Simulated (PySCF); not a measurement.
A GIAO shielding run with PySCF (density fitting, non-relativistic, gas phase) on `C=C(C)[C@@](C)(CC)[GeH2][NH][SiH3]`, C₇H₁₉GeNSi:

```
{"job": {"kind": "nmr", "xc": "KT2", "basis": "pcSseg-1", "pop": false}, "charge": 0, "multiplicity": 1}
C     -2.417253     0.665673     1.155662
C     -1.526006    -0.235516     0.710037
C     -1.607497    -1.661386     1.180279
C     -0.376911     0.128067    -0.209191
C      0.135560    -1.043192    -1.052075
C     -0.652381     1.349588    -1.104493
C     -1.753109     1.154490    -2.139438
Ge     1.083265     0.673265     1.032851
N      2.672317     0.905645     0.123314
Si     3.187612     2.293848    -0.777154
H     -2.408673     1.710832     0.840101
H     -3.197617     0.373588     1.862892
H     -2.397685    -1.783576     1.933297
H     -0.657131    -1.999077     1.625140
H     -1.824703    -2.345619     0.344420
H      0.991384    -0.718003    -1.663733
H      0.475242    -1.891773    -0.439968
H     -0.639040    -1.425345    -1.736726
H     -0.889867     2.226285    -0.479842
H      0.285718     1.611315    -1.625885
H     -1.911324     2.077485    -2.717532
H     -1.500984     0.359200    -2.856866
H     -2.707491     0.886350    -1.662601
H      1.335443    -0.416028     2.096323
H      0.712014     2.026712     1.665620
H      3.245792     0.070235     0.054550
H      4.650568     2.545020    -0.580250
H      2.402636     3.465012    -0.282187
H      2.962589     2.187410    -2.257800
```

Hardware: 1 thread of an Arm Neoverse N1, shared host.

(1) How large is the calculation?

(2) How long does it take?

(3) And these other runs on the same molecule and hardware: GIAO shielding at PBE0/pcSseg-1?

Answers

(1) 114 electrons, 296 basis functions and 1624 auxiliary functions.

(2) 3.4 min of wall time, with 14 SCF cycles. Times on a shared host scatter by some tens of per cent.

(3) PBE0/pcSseg-1: 296 functions, 2.9 min.
